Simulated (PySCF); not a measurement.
**Cadmium: a sound run and one with changed settings**

Sound run: Cd+ [Kr] 4d10 5s1, Cd(2+) [Kr] 4d10. All numbers are calculated (PySCF 2.14, a scalar-relativistic core potential, in cc-pVDZ-PP with ECP28MDF (4s4p3d1f, 38 functions)). The sound run starts from symmetry-adapted Hartree-Fock orbitals and uses a fine grid where one is needed.

Changed run: radial step 0.5 in ln r (0.13 in the sound run). This setting is unsound on purpose.

```csv
species,method,sound run (hartree),changed run (hartree),converged
Cd+,UHF,-166.56450,-166.56450,yes
Cd+,MN15,-167.04818,-167.20166,yes
Cd+,PBE0,-167.39862,-167.40068,yes
Cd(2+),UHF,-165.99614,-165.99614,yes
Cd(2+),MN15,-166.42592,-166.55790,yes
Cd(2+),PBE0,-166.77672,-166.77891,yes
```

Ionisation energy of Cd+:

```csv
method,sound run (eV),changed run (eV)
UHF,15.466,15.466
MN15,16.933,17.518
PBE0,16.923,16.919
```

A coarse radial grid mis-integrates the density and the exchange-correlation energy, with errors of either sign; Hartree-Fock needs no grid.

For comparison, NIST gives 16.908 eV between the lowest levels.
